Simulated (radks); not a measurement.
The tin anion Sn4-, [Xe], held by a Watson sphere: a shell of charge +4 at radius R that stands for the Madelung well of a crystal (potential energy -4/R inside, -4/r outside, in hartree with lengths in bohr). All-electron calculation, scalar-relativistic Kohn-Sham, LB94 model potential, spin-polarised, spherical densities, point nucleus. Program: a radial shooting solver on a logarithmic mesh with Libxc functionals. Response by self-consistent Sternheimer equations with the Hartree and adiabatic LDA kernel, the relativistic mass of each level held fixed and spin-orbit coupling left out. The sphere does not respond.

R (bohr)  e(4d) (eV)  e(5s) (eV)  e(5p) (eV)  <r> 5p (bohr)  sum of <r^2> (bohr^2)  X-ray form factor at sin(theta)/lambda = 0.3 1/angstrom  alpha (bohr^3)
2.62         -32.374     -17.735     -10.475          2.919                  94.48                                                   34.564           57.67
2.99         -31.015     -16.282      -9.568          3.112                  103.4                                                   34.650           75.23
3.22         -30.408     -15.497      -9.025          3.233                  109.3                                                   34.697           88.98
4.78         -28.136     -12.108      -6.122          4.056                  154.4                                                   34.788           266.8
4.86         -28.061     -12.002      -6.010          4.097                  157.0                                                   34.788           281.2
